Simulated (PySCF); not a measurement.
Compound: C5H7BO2.
Numbering: `[CH2:1]=[C:2]([C:3]#[C:4][CH3:5])[B:6]([OH:7])[OH:8]` (hydrogens: H9, H10 on C1; H11, H12, H13 on C5; H14 on O7; H15 on O8)

Geometry (PBE0-D3(BJ)/def2-SVP, Å), atoms numbered from 1 in this order:
```xyz
15
C5H7BO2 angstrom
C     -1.3075   -1.7455   -0.2956
C     -0.7964   -0.4968   -0.2498
C      0.6114   -0.2692   -0.2731
C      1.8037   -0.0319   -0.2824
C      3.2274    0.2525   -0.3036
B     -1.7626    0.7569   -0.2063
O     -1.3319    1.9424   -0.6969
O     -3.0277    0.6766    0.2995
H     -0.6720   -2.6342   -0.3515
H     -2.3895   -1.9150   -0.3065
H      3.5364    0.6341   -1.2900
H      3.4916    1.0169    0.4444
H      3.8225   -0.6495   -0.0912
H     -2.0091    2.6228   -0.6127
H     -3.2116   -0.1766    0.7031
```

The closed-shell ground state was solved at several levels (PySCF, density fitting, gas phase, non-relativistic).

| level | basis functions | total energy (Eh) | HOMO (eV) | LUMO (eV) | gap (eV) | dipole (D) |
| --- | --- | --- | --- | --- | --- | --- |
| PBE0/pcSseg-1 | 171 | -369.6097 | -6.73 | -1.11 | 5.62 | 0.96 |
| wB97X-D/def2-SVPD | 222 | -369.7051 | -8.53 | 0.56 | 9.09 | 0.94 |

(1) Estimate the row for B3LYP/pcJ-1, a basis of 286 functions; the other rows only guide the guess.

(2) Over all these levels, which gives the widest orbital gap and which the narrowest?

(3) How far do the dipole and the HOMO energy spread over the levels?

Results:

(1) Total energy -370.1100 Eh, HOMO -6.49 eV, LUMO -1.28 eV, gap 5.21 eV, dipole 0.97 D.

(2) wB97X-D/def2-SVPD (range-separated hybrid) has the widest, 9.09 eV, and B3LYP/pcJ-1 (global hybrid, 20 % exact exchange) the narrowest, 5.21 eV. Functional and basis both differ between the two, so the spread mixes both effects.

(3) The dipole runs from 0.94 to 0.97 D (mean 0.96 D) and the HOMO from -8.53 to -6.49 eV.

One conformer stands for the species.

wB97X-D is run here without its empirical dispersion term; that term would change no orbital, density or response property at a fixed geometry.
